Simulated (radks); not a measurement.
Q: Spherical quantum dot in the effective-mass picture: electrons in a hard-walled sphere of radius 7.76, with a point charge +1 (a donor) at the centre, all in effective atomic units (hartree* = m*/eps^2 hartree, bohr* = eps/m* bohr), one dielectric constant everywhere. Calculated with a radial shooting solver with Libxc functionals: non-relativistic Kohn-Sham, LDA (Slater exchange, Perdew-Wang correlation), spin-polarised, spherical densities. Levels are named by radial order and angular momentum (1s, 1p, 1d, 2s, ...), and open shells are averaged over m. Results are scaled to m* = 0.043 and eps = 9.3, for which hartree* = 13.53 meV and bohr* = 11.44 nm. At N = 17 the configuration is 1s2 1p6 1d(up 5, down 3) 2s(up 1, down 0). Does electron 18 go into 1d down or 1f up or 1f down?

A: Into 1d down. The total energies of the other choices lie higher by 1.13 meV (1f up), 1.29 meV (1f down).
